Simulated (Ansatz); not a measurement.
The cluster BeTe₂⁻, relaxed as a doublet with UKS PBE-D4/def2-TZVPD in Ansatz, starting from the GFN2-xTB geometry. Force threshold 0.02 eV/Å.

In the def2 sets Te takes a core potential; there is no spin–orbit coupling. The highest occupied level of the charge -1 doublet lies above zero (up to 0.30 eV). It is a level of α spin, whose loss leaves a singlet; that state wasn't run at this geometry and level. The electron is either unbound and held by the finite basis, or the level is raised by self-interaction error. The relaxation made no stability test and no search for a lower SCF solution. Another isomer (doublet) lies 1.14 eV lower at PBE0-D4/def2-TZVPD; other spin states weren't run for this one.

Start:

```xyz
3

Be   -0.762   -0.111    1.048
Te    0.280   -1.321   -0.743
Te    0.482    1.432   -0.305
```

```
        step  energy (eV)  largest force component (eV/Å)  SCF passes
           1  -14989.6816                           0.315          19
2 (rejected)  -14989.6258                           0.734          31
           3  -14989.6957                           0.054          23
           4  -14989.6959                           0.002          24
```

Force components are those of the run's own axes.

End:

```xyz
3

Be   -0.7392   -0.1079    1.0166
Te    0.2677   -1.3414   -0.7305
Te    0.4715    1.4493   -0.2861
```

By distances, no bond broke or formed. The bond that changes most is Te2–Te3, from 2.79 to 2.83 Å (atoms count from 1).

No frequencies were taken in this run, so the end may be a saddle point.

Run time 6 s (4 threads of Arm Neoverse V2 on a shared host).
